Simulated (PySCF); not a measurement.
# Bond length, frequency and bond energy of GeP⁻ by level of theory

State: ¹Σ⁺ (singlet), closed shell. Set-up: PySCF, no relativity, basis sets Ge def2-TZVPPD, P def2-TZVPPD. De refers to Ge⁻ + P in their high-spin ground configurations, without counterpoise correction. A positive dipole points towards P; it is taken about the centre of mass and depends on that origin.

```tsv
Level	Re (Å)	ωe (cm⁻¹)	De (eV)	μ (D)
RHF	2.043	608	n/a	-3.11
RHF-MP2	2.090	519	n/a	n/a
RHF-SCS-MP2	2.089	524	n/a	n/a
RHF-CCSD	2.071	557	n/a	n/a
RHF-CCSD(T)	2.089	530	n/a	n/a
PBE	2.089	525	n/a	-2.77
PBEsol	2.078	534	n/a	-2.69
BP86	2.091	522	n/a	-2.75
r²SCAN	2.069	550	5.06	-2.70
r²SCANh	2.063	559	4.94	-2.73
PBE0	2.064	560	n/a	-2.83
r²SCAN0	2.054	572	4.75	-2.78
BHandHLYP	2.051	579	n/a	-2.95
CAM-B3LYP	2.047	578	n/a	-2.90
```

Question: What does a quarter of exact exchange do here, going from PBE to PBE0?

Answer: PBE0 less PBE: -2.5 pm in Re, +6.7 % in ωe. Exact exchange removes part of the self-interaction that spreads semilocal densities, and in most molecules shortens and stiffens the bond and lowers De; so it does here.

Question: What does the step from GGA to meta-GGA do here, going from PBE to r²SCAN?

Answer: r²SCAN less PBE: -2.0 pm in Re, +4.8 % in ωe. 

Question: What does a quarter of exact exchange do here, going from r²SCAN to r²SCAN0?

Answer: r²SCAN0 less r²SCAN: -1.5 pm in Re, +4.0 % in ωe, -0.31 eV in De. Exact exchange removes part of the self-interaction that spreads semilocal densities, and in most molecules shortens and stiffens the bond and lowers De; so it does here.

Correlated steps freeze 14 core orbitals. For an ion De counts to the pair picked by the measured ionisation energies or electron affinities, which need not be the lowest pair at this level. The highest Kohn–Sham level is positive in this anion. Much of that is self-interaction error, but it also means that the finite basis helps to hold the extra electron.

The whole job (state search and all levels along the bond) took about 8.9 min on 2 threads of AMD EPYC 7R43 64-Core (shared host), peak memory 2.9 GiB.
